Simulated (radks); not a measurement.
Values are calculated unless marked as measured or tabulated.
Q: All-electron atom: Ir V in [Xe] 4f14 5d5. Code: a radial shooting solver on a logarithmic mesh with Libxc functionals. Model: scalar-relativistic Kohn-Sham, LDA (Slater exchange, Perdew-Wang correlation), spin-polarised, spherical densities, finite nucleus; open shells are filled with parallel spins first (spin-orbit coupling, left out, can overturn this in heavy ions); Fermi nuclear charge, rms radius 5.4032 fm. Some entries of the table are withheld. Estimate them.

orbital,occ.,eigenvalue (Ry),<r^2> (bohr^2)
1s up,1,-5592.196,0.0004202
1s down,1,-5592.196,0.0004202
2s up,1,-981.3310,0.006426
2s down,1,-981.3041,0.006426
2p up,3,-853.6192,0.005366
2p down,3,-853.5967,0.005366
3s up,1,-232.1647,0.04156
3s down,1,-232.1513,0.04156
3p up,3,-194.8035,0.04248
3p down,3,-194.7894,0.04248
3d up,5,-153.5265,0.03518
3d down,5,-153.5061,0.03518
4s up,1,-52.21834,0.2026
4s down,1,-52.19047,0.2026
4p up,3,-39.95389,0.2311
4p down,3,-39.92579,0.2310
4d up,5,-24.86794,0.2652
4d down,5,-24.83433,0.2647
5s up,1,-10.73711,(1)
5s down,1,-10.53978,(2)
4f up,7,-8.08879,0.3511
4f down,7,-8.03775,0.3460
5p up,3,-7.52887,1.407
5p down,3,-7.29010,1.391
5d up,5,-3.83647,2.496
5d down,0,-3.56527,2.540

A: 
(1) 5s up <r^2> (bohr^2): 1.063
(2) 5s down <r^2> (bohr^2): 1.050
